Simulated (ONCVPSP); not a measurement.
What one change does to a pseudopotential (nickel, ONCV)

* Element: nickel (Ni)
* Generator: ONCVPSP 4.0.1
* Type: optimised norm-conserving Vanderbilt (ONCV)
* Functional: PBE
* Relativity: scalar-relativistic
* Frozen core: [Ne]
* Valence charge: 18
* Reference configuration: 3s2 3p6 3d8 (charge +2)
* Partial waves: 3s: rc 0.85 bohr, ncon 4, nbas 9, qcut 8.4 1/bohr, 1 projector; 3p: rc 1.00 bohr, ncon 5, nbas 9, qcut 12.5 1/bohr, 2 projectors, debl 2.1 Ha; 3d: rc 1.50 bohr, ncon 3, nbas 8, qcut 9.4 1/bohr, 2 projectors, debl 1.8 Ha
* Local potential: polynomial inside 0.60 bohr (lpopt 5, dvloc0 6 Ha)
* Core correction: none

In the p channel the program set the typed energies aside and used -3.348, 0.250 Ha.

All-electron outer shells of the reference configuration (PBE, scalar-relativistic, ld1.x):

```
shell  level (eV)  outermost node (bohr)  outermost maximum (bohr)
   3s     -130.75                   0.30                      0.64
   3p      -91.10                   0.27                      0.65
   3d      -28.37                      –                      0.63
```

Change: s: rc 1.18.

Cutoffs: the cutoffs (Ha) at which the residual kinetic energy of the hardest occupied pseudo-wave falls to 1 and 0.1 mHa per electron; they do not see the model core or the augmentation charge, which bear on the density cutoff. Errors are all-electron minus pseudo energies relative to the spin-unpolarised reference configuration.

Q: How do hardness, ghosts and transferability respond?

A: The potential gets softer (286 Ha and 342 Ha → 38 Ha and 66 Ha); of the 4 tests that both files solve, the error grows in 3 and shrinks in 0 by more than 15 % and 0.3 meV (median size 585.0 → 1761.9 meV); neither file shows a bound ghost. A larger radius leaves more room for a smooth pseudo-wave, so fewer plane waves are needed. More of the atom is replaced by a form fitted at one configuration, so other configurations suffer.

```tsv
quantity	base	changed
cutoff, loose	286 Ha	38 Ha
cutoff, tight	342 Ha	66 Ha
loose cutoff by channel	s 286 Ha, p 38 Ha, d 38 Ha	s 28 Ha, p 38 Ha, d 38 Ha
bound ghosts	none	none
GHOST(+) flags under 300 eV	none	none
error for 3s2 3p6 3d8 4s2, meV [ΔE -26.67 eV]	+710	+2131
error for 3s2 3p6 3d8 4s1, meV [ΔE -17.35 eV]	+460	+1393
error for 3s2 3p6 3d7, meV [ΔE 37.47 eV]	+112	+113
error for 3s2 3p6 3d7 4s2, meV [ΔE -10.55 eV]	+1391	+3810
p: phases at 1.01 bohr within 0.05 rad from the reference energy up to (Ha; the scan ends near 5)	to the end of the scan	to the end of the scan
d: phases at 1.52 bohr within 0.05 rad from the reference energy up to (Ha; the scan ends near 5)	to the end of the scan	to the end of the scan
```

Changed file: These tests converged, but a pseudo level misses the all-electron one widely, so the file describes the atom poorly there or has found another state: 3s2 3p6 3d7 4s2: 3d by 2.2 eV.
